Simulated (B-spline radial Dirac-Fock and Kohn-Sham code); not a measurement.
How the levels of lead move as electrons are removed

Level of theory: Dirac-Fock (average of configuration) total-energy differences with a finite nucleus, the Breit interaction including its frequency dependence, and self-energy and vacuum-polarisation corrections; a radial atomic solver. Each ion is free and in its tabulated ground configuration. Electron correlation is not included.

Reference: Pb⁵⁹⁺, [Ar] 3d5, with 1s 92141.0 eV, 2s 19888.3 eV, 2p1/2 19251.1 eV, 3s 7463.1 eV. Shifts from it, in eV (a dash: the subshell is empty, belongs to an open shell averaged over j, or its hole state is left out as unreliable):

| ion | configuration | 1s | 2s | 2p1/2 | 3s |
| --- | --- | --- | --- | --- | --- |
| Pb⁶⁰⁺ | [Ar] 3d4 | +200.6 | +192.2 | +195.2 | +143.1 |
| Pb⁶¹⁺ | [Ar] 3d3 | +403.6 | +386.4 | +392.6 | +287.4 |
| Pb⁶²⁺ | [Ar] 3d2 | ? | ? | ? | ? |
| Pb⁶³⁺ | [Ar] 3d1 | +817.0 | +781.2 | +794.0 | +579.6 |
| Pb⁶⁴⁺ | [Ne] 3s2 3p6 | +1027.4 | +981.6 | +998.0 | +727.4 |
| Pb⁶⁵⁺ | [Ne] 3s2 3p5 | +1253.0 | +1170.9 | +1192.2 | +859.9 |
| Pb⁶⁶⁺ | [Ne] 3s2 3p4 | +1480.8 | +1361.6 | +1388.1 | +993.2 |
| Pb⁶⁷⁺ | [Ne] 3s2 3p3 | +1710.6 | +1553.8 | – | +1127.3 |
| Pb⁶⁸⁺ | [Ne] 3s2 3p2 | +1942.6 | +1747.4 | +1783.7 | +1262.2 |

Question: Give the missing shifts for Pb⁶²⁺.

Answer: 1s +609.1, 2s +582.8, 2p1/2 +592.2, 3s +432.9 (eV).

Values without a named source are computed, but for edge energies of neutral atoms, which are taken from tables.
